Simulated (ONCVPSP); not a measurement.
## What one change does to a pseudopotential (platinum (Pt), ONCV)

ONCVPSP 4.0.1 input, shortened (lines: element, Z, core and valence counts, functional; n l f; lmax; l rc ep ncon nbas qcut; lloc lpopt rc5 dvloc0; l nproj debl; icmod fcfact rcfact), PBE, scalar-relativistic:

```
  Pt 78.00   12    1        4      upf
    1    0    2.00
    2    0    2.00
    2    1    6.00
    3    0    2.00
    3    1    6.00
    3    2   10.00
    4    0    2.00
    4    1    6.00
    4    2   10.00
    4    3   14.00
    5    0    2.00
    5    1    6.00
    5    2    8.00
    2
    0    2.25    0.42    3    6    3.00
    1    2.05    0.28    3    6    3.20
    2    2.15    0.00    4    8    5.90
    4    5    1.35    0.00
    0    2    2.10
    1    2    0.70
    2    1    1.90
    4    0.65    0.00
```

In the s channel the program set the typed energies aside and used 0.050, 2.150 Ha. In the p channel the program set the typed energies aside and used 0.050, 0.750 Ha.

Change: d: qcut 6.9.

Cutoffs: the cutoffs (Ha) at which the residual kinetic energy of the hardest occupied pseudo-wave falls to 1 and 0.1 mHa per electron; they do not see the model core or the augmentation charge, which bear on the density cutoff. Errors are all-electron minus pseudo energies relative to the spin-unpolarised reference configuration.

Question: Predict the effect on cutoff, ghosts and configuration errors.

Answer: The potential gets harder (15 Ha and 18 Ha → 17 Ha and 20 Ha); both files keep a bound ghost (p); the errors of the 3 common tests hardly move; the range in which the d phases agree widens (upper end 0.8 → at the end of the scan). The waves are optimised to have the least kinetic energy above qcut, so the cutoff follows it (qcut²/2 in Ha).

| quantity | base | changed |
| --- | --- | --- |
| cutoff, loose | 15 Ha | 17 Ha |
| cutoff, tight | 18 Ha | 20 Ha |
| bound ghosts | p | p |
| GHOST(+) flags under 300 eV | s at 145.0 eV | s at 145.0 eV |
| tests with a reliable result | 3 of 4 | 3 of 4 |
| error for 5d9, meV [ΔE -19.97 eV] | -43 | -43 |
| error for 5d7, meV [ΔE 32.22 eV] | -88 | -91 |
| error for 5d6, meV [ΔE 77.87 eV] | -408 | -433 |
| s: phases at 2.28 bohr within 0.05 rad from the reference energy up to (Ha; the scan ends near 5) | 3.2 | 3.2 |
| p: phases at 2.08 bohr within 0.05 rad from the reference energy up to (Ha; the scan ends near 5) | 4.1 | 4.1 |
| d: phases at 2.18 bohr within 0.05 rad from the reference energy up to (Ha; the scan ends near 5) | 0.8 | to the end of the scan |
| rms error of d²Exc/dni dnj with the model core, mHa | 0.00 | 0.00 |

 A true bound ghost makes a file unfit for plane-wave use even where its test errors are small: the radial tests pick states by their node count and pass the ghost by.
